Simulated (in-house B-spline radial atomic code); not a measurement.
Response of Cu19+ as one setting changes: the share of exact exchange in a PBE hybrid. A dash marks a strongly mixed or unbound state. Computed with a B-spline radial code for spherical atoms: linear response of the closed shell [He] 2s2 2p6 with the functional's adiabatic kernel; scalar-relativistic (spin-free one-electron X2C), finite nucleus, no spin-orbit coupling, no double excitations, S, P, D and F terms only. Only terms of natural parity with L up to 3 were computed.

Spin-orbit coupling is strong here, so these LS terms don't match observed levels.

| share of exact exchange in a PBE hybrid | lowest 1P (eV) | lowest 3P, Tamm-Dancoff (eV) | minus highest occupied level (eV) | α (bohr³) |
| --- | --- | --- | --- | --- |
| 0 | 2p → 3s 955.84 | 2p → 3s 952.29 | 1642.70 | 0.003364 |
| 0.1 | 2p → 3s 958.07 | 2p → 3s 954.49 | 1648.46 | 0.003359 |
| 0.2 | ? | ? | ? | ? |
| 0.3 | 2p → 3s 962.50 | 2p → 3s 958.88 | 1660.00 | 0.00335 |
| 0.4 | 2p → 3s 964.71 | 2p → 3s 961.06 | 1665.76 | 0.003345 |
| 0.5 | 2p → 3s 966.92 | 2p → 3s 963.24 | 1671.53 | 0.00334 |
| 0.6 | 2p → 3s 969.11 | 2p → 3s 965.42 | 1677.30 | 0.003336 |
| 0.7 | 2p → 3s 971.31 | 2p → 3s 967.59 | 1683.07 | 0.003331 |
| 0.8 | 2p → 3s 973.49 | 2p → 3s 969.76 | 1688.84 | 0.003326 |
| 0.9 | ? | ? | ? | ? |
| 1 | 2p → 3s 977.85 | 2p → 3s 974.07 | 1700.38 | 0.003317 |

Q: What belongs in the row for 0.9?

A: lowest 1P (eV): 2p → 3s 975.68; lowest 3P, Tamm-Dancoff (eV): 2p → 3s 971.92; minus highest occupied level (eV): 1694.61; α (bohr³): 0.003322.

Q: What belongs in the row for 0.2?

A: lowest 1P (eV): 2p → 3s 960.29; lowest 3P, Tamm-Dancoff (eV): 2p → 3s 956.69; minus highest occupied level (eV): 1654.23; α (bohr³): 0.003355.
